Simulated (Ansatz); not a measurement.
Consider the formal exchange of groups at the Si–Si bond: `O[SiH](Cl)[Si](O)(O)O` + `C[SiH](O)F` → `O[Si@H](Cl)C[Si@@H](O)F` + `O[SiH](O)O`.

Computed with Ansatz on PBE0-D4/def2-TZVP structures; ΔE is electronic, products minus reactants. CCSD(T)/CBS adds triple-zeta CCSD(T) − MP2 to the extrapolated MP2 energy (def2 sets, frozen cores). Functionals use def2-TZVPP. B3LYP here is the variant with VWN-RPA as its local correlation; programs differ in this. Each species was taken in one conformer, which may not be the lowest.

(1) Is it downhill or uphill in electronic energy at CCSD(T)/CBS, and by how much? (Estimate.)

(2) What do these levels give: r2SCAN-D4, B3LYP-D4, ωB97M-V, PBE0, B3LYP, HF/def2-TZVPP, MP2/def2-TZVPP, HF/def2-QZVPP, MP2/def2-QZVPP, SCS-MP2/def2-QZVPP, MP2/CBS(def2), CCSD/CBS(def2)? (Estimate.)

Largest T1 diagnostic among the species: 0.012.

## Answers

(1) The calculation gave: Downhill: ΔE = -40.2 kJ/mol.

(2) Ansatz gave: r2SCAN-D4 -35.6, B3LYP-D4 -31.0, ωB97M-V -43.9, PBE0 -28.7, B3LYP -29.1, HF/def2-TZVPP -40.9, MP2/def2-TZVPP -47.8, HF/def2-QZVPP -41.3, MP2/def2-QZVPP -47.2, SCS-MP2/def2-QZVPP -44.5, MP2/CBS(def2) -46.6, CCSD/CBS(def2) -40.4 kJ/mol.

From PBE to PBE0 (25 % exact exchange), in def2-TZVPP and without D4, ΔE moves by −7.3 kJ/mol.
